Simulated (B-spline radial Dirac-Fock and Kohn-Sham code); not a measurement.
Method: configuration-average Dirac-Fock orbitals. Computed with a radial atomic solver.

Question: This computed X-ray form factor belongs to an atom or ion in its tabulated ground configuration. Which?

```
sin θ/λ (Å⁻¹)      f₀
         0.15  42.288
         0.45  37.257
          0.5  36.106
          0.9  26.512
          1.1  22.587
          1.4  18.397
          1.8  14.967
            3   8.317
          3.5   6.619
```

Answer: Hf²⁹⁺, with 43 electrons in [Kr] 4d7. f₀ tends to the number of electrons as s goes to zero, which the first rows give only roughly, and the rate of fall reflects the nuclear charge, 72.

Question: This computed X-ray form factor belongs to an atom or ion in its tabulated ground configuration. Which?

```tsv
sin θ/λ (Å⁻¹)	f₀
0.08	58.113
0.1	57.627
0.15	56.014
0.18	54.812
0.41	42.988
0.5	38.441
0.62	33.132
2.54	9.145
4.67	4.417
```

Answer: Ho⁸⁺, with 59 electrons in [Kr] 4d10 4f10 5s2 5p1. f₀ tends to the number of electrons as s goes to zero, which the first rows give only roughly, and the rate of fall reflects the nuclear charge, 67.
